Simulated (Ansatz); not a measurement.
**Reading a saddle point**

A first-order saddle point of CH$_{9}$NSn, singlet, PBE0-D4/def2-TZVP, with one imaginary mode of 1438i cm⁻¹:

Sn1  (-0.574, 1.177, 0.863)
N2  (0.167, -0.742, 0.155)
C3  (0.159, -0.984, -1.282)
H4  (-2.209, 0.852, 0.372)
H5  (-0.050, 2.494, -0.077)
H6  (-0.600, 1.352, 2.554)
H7  (1.180, -0.194, 0.639)
H8  (1.614, 0.698, 1.100)
H9  (-0.194, -1.540, 0.672)
H10  (0.640, -1.934, -1.526)
H11  (-0.854, -0.993, -1.698)
H12  (0.722, -0.186, -1.774)
(Å)

Computed with Ansatz 0.2.0 (basis: def2-TZVPP and def2-QZVPP); correlated methods freeze the cores. Filled d shells of the heavier atoms are correlated. Core potentials replace the inner electrons of the atoms past krypton. The def2 sets are not built for correlating such inner shells, so the correlated values are less sure here. Extrapolation: Hartree–Fock as exp(−7.88 √X), correlation as X^−2.97.

Which contacts change along the imaginary mode, and what lies on either side? (Judge from chemistry; the calculation decides.)

The calculation gives: The step is CH₇NSn ([CH3][NH][SnH3]) + H₂ → CH₅N ([CH3][NH2]) + SnH₄, with the molecules in contact on both sides. Shortening one way: Sn1–H8, N2–H7; lengthening the same way: Sn1–N2, H7–H8.
```csv
pair,one side (Å),saddle (Å),other side (Å)
Sn1–H8,4.56,2.25,1.70
N2–H7,2.56,1.25,1.01
Sn1–N2,2.03,2.18,3.01
H7–H8,0.75,1.09,3.18
```

Which side is lower, and how far does the saddle lie above each? (Judge from chemistry; the value comes from the calculation.)

Computed: The side with Sn1–H8, N2–H7 short is lower by 41.9 kJ/mol; the saddle lies 183.3 kJ/mol above it and 141.5 kJ/mol above the other (CCSD(T) at an estimated basis limit (MP2 extrapolated from triple and quadruple zeta, plus CCSD(T) − MP2 in triple zeta); electronic energies).

The T1 diagnostic stays at or below 0.014.

Labels in which every atom is bracketed show which atoms are joined, not bond orders.

For scale, one of the runs: CCSD(T)/def2-TZVPP, 238 basis functions, launched by `ansatz run in.yaml --threads 4 --pin off --events-out ev --progress --plain --max-ram 9574MiB`. Time: 2.5 min of wall clock on 4 CPU threads of an Arm Neoverse V1; the host was shared. Peak host memory: 5 GiB.
